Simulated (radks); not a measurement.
Spin polarisation of the 5d3 shell in Ta. Start: [Xe] 4f14 5d(up 1.5, down 1.5) 6s2; electrons of 5d are moved from spin down to spin up, other shells keep equal spins. Method: scalar-relativistic Kohn-Sham, r2SCAN, spin-polarised, spherical densities, finite nucleus; meta-GGA in the generalised Kohn-Sham scheme; Fermi nuclear charge, rms radius of each element as measured or else 0.836 A^(1/3) + 0.57 fm; computed with a radial shooting solver on a logarithmic mesh with Libxc functionals.

| moment (Bohr magnetons) | E - E(0) (eV) | e(5d up) (eV) | e(5d down) (eV) | 6s down minus up (eV) |
|---|---|---|---|---|
| 0 | 0.000 | -3.550 | -3.550 | 0.000 |
| 0.75 | -0.109 | -3.820 | -3.240 | 0.297 |
| 1.5 | -0.437 | -4.056 | -2.881 | 0.607 |
| 2.25 | -0.993 | -4.263 | -2.469 | 0.954 |
| 3 | -1.779 | -4.432 | -2.057 | 1.347 |

At moment 3 the spin-polarisation energy is -1.779 eV and the 5d exchange splitting 2.375 eV, that is 0.792 eV per Bohr magneton; E = -I m^2/4 would give I = 0.791 eV.
